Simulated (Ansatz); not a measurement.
chloroform (CHCl3), singlet, at a GFN2-xTB geometry; PBE0/STO-3G in Ansatz (an electronic-structure program).

Ansatz was given this input:
Ansatz 0.2 input:
```yaml
crystal:
  periodic: [false, false, false]
  atoms:
    - {symbol: C, position_ang: [-0.00102295, 0.00710830, 0.48100116]}
    - {symbol: H, position_ang: [-0.00334391, 0.02323614, 1.57233262]}
    - {symbol: Cl, position_ang: [0.00925814, 1.67396575, -0.11215631]}
    - {symbol: Cl, position_ang: [1.44662035, -0.84673105, -0.07184825]}
    - {symbol: Cl, position_ang: [-1.45532076, -0.83111035, -0.07825071]}
basis:
  gaussian:
    orbitals: STO-3G
    nuclear_model: gaussian
hamiltonian:
  xc: pbe0
```

The log (banner, timings and long lists left out):

```
Functional definition: PBE0
380 factors; integrals over basis functions are off by at most 2.6e-5 eV
mean field evaluation 1: about -38182.2979 eV, gradient 3.7e1 eV
mean field evaluation 2: about -38177.5331 eV, gradient 5.6e1 eV
mean field evaluation 4: about -38186.8187 eV, gradient 4.4e-2 eV
mean field evaluation 8: about -38186.8356 eV, gradient 1.1e-4 eV
mean field -38186.83561103 eV, -1403.3403247385 hartree, gradient 2.2e-5 eV, S^2 0.000000; 0 other end points of the search recorded, 0 dependent functions left out
reference -38186.83562444 eV, -1403.3403252312 hartree; 29, 29 occupied and 4, 4 virtual orbitals, 380 factors
Total energy: -38186.83562444 eV, -1403.3403252312 hartree
```
